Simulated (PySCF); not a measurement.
C4H14Si3.
Atom-mapped SMILES: `[SiH3:1][C:2]([SiH3:3])([SiH3:4])[CH:5]1[CH2:6][CH2:7]1` (hydrogens: H8, H9, H10 on Si1; H11, H12, H13 on Si3; H14, H15, H16 on Si4; H17 on C5; H18, H19 on C6; H20, H21 on C7)

The same species was optimised twice, with GFN2-xTB and with PBE0-D3(BJ)/def2-SVP (PySCF), and the same property calculations (PySCF, gas phase) were run on both structures.

| coordinate | GFN2-xTB | PBE0-D3(BJ)/def2-SVP | change |
| --- | --- | --- | --- |
| Si1–C2 (Å) | 1.913 | 1.897 | -0.016 |
| C2–Si3 (Å) | 1.913 | 1.897 | -0.016 |
| C2–C5 (Å) | 1.517 | 1.531 | +0.014 |
| C2–Si4 (Å) | 1.909 | 1.895 | -0.014 |
| C5–C7 (Å) | 1.499 | 1.504 | +0.005 |
| C5–C6 (Å) | 1.500 | 1.504 | +0.004 |
| C6–C7 (Å) | 1.500 | 1.500 | 0.000 |
| Si4–C2–C5 (°) | 115.3 | 116.5 | +1.2 |
| Si1–C2–Si4 (°) | 108.8 | 107.9 | -0.9 |
| Si1–C2–Si3 (°) | 110.3 | 109.6 | -0.7 |
| Si3–C2–Si4 (°) | 108.4 | 107.9 | -0.5 |
| Si1–C2–C5 (°) | 106.9 | 107.4 | +0.5 |
| Si3–C2–C5 (°) | 107.2 | 107.4 | +0.2 |
| C6–C5–C7 (°) | 60.0 | 59.8 | -0.2 |
| C2–C5–C6 (°) | 123.4 | 123.5 | +0.1 |
| Si1–C2–C5–C6 (°) | 80 | 82 | +2 |

Rotational constants: A = 1468, B = 1185, C = 1112 MHz (GFN2-xTB) against A = 1487, B = 1178, C = 1111 MHz (PBE0-D3(BJ)/def2-SVP).

On the GFN2-xTB structure: HOMO (eV) -7.64 [PBE0/pcSseg-1]; LUMO (eV) 0.27 [PBE0/pcSseg-1]; dipole (D) 0.89 [PBE0/pcSseg-1]; GIAO shielding of Si1/Si3/Si4 (mean) (ppm) 416.7 [PBE0/pcSseg-1]; GIAO shielding of C2 (ppm) 190.5 [PBE0/pcSseg-1]; GIAO shielding of C5 (ppm) 170.9 [PBE0/pcSseg-1]; GIAO shielding of C6/C7 (mean) (ppm) 181.3 [PBE0/pcSseg-1].

What do these properties become on the PBE0-D3(BJ)/def2-SVP structure?

```json
{"property": "HOMO (eV)", "level": "PBE0/pcSseg-1", "on GFN2-xTB": "-7.64", "on PBE0-D3(BJ)/def2-SVP": "-7.70", "change": "-0.06"}
{"property": "LUMO (eV)", "level": "PBE0/pcSseg-1", "on GFN2-xTB": "0.27", "on PBE0-D3(BJ)/def2-SVP": "0.24", "change": "-0.03"}
{"property": "dipole (D)", "level": "PBE0/pcSseg-1", "on GFN2-xTB": "0.89", "on PBE0-D3(BJ)/def2-SVP": "0.96", "change": "+0.07"}
{"property": "energy, GFN2-xTB geometry as zero (kcal/mol)", "level": "PBE0/pcSseg-1", "on GFN2-xTB": "0.0", "on PBE0-D3(BJ)/def2-SVP": "-1.8", "change": "-1.8"}
{"property": "GIAO shielding of Si1/Si3/Si4 (mean) (ppm)", "level": "PBE0/pcSseg-1", "on GFN2-xTB": "416.7", "on PBE0-D3(BJ)/def2-SVP": "413.4", "change": "-3.3"}
{"property": "GIAO shielding of C2 (ppm)", "level": "PBE0/pcSseg-1", "on GFN2-xTB": "190.5", "on PBE0-D3(BJ)/def2-SVP": "191.6", "change": "+1.1"}
{"property": "GIAO shielding of C5 (ppm)", "level": "PBE0/pcSseg-1", "on GFN2-xTB": "170.9", "on PBE0-D3(BJ)/def2-SVP": "169.6", "change": "-1.3"}
{"property": "GIAO shielding of C6/C7 (mean) (ppm)", "level": "PBE0/pcSseg-1", "on GFN2-xTB": "181.3", "on PBE0-D3(BJ)/def2-SVP": "179.6", "change": "-1.7"}
```

The heavy atoms differ by 0.026 Å rms after alignment. Among bonds between heavy atoms Si1–C2 and C2–Si3 change most and about equally (-0.016 Å). Changes are differences of the printed values. Neither structure is proved a minimum here.

The values belong to the conformer `[SiH3:1][C:2]([SiH3:3])([SiH3:4])[CH:5]1[CH2:6][CH2:7]1`: Si1–C2–C5–C6 82°.
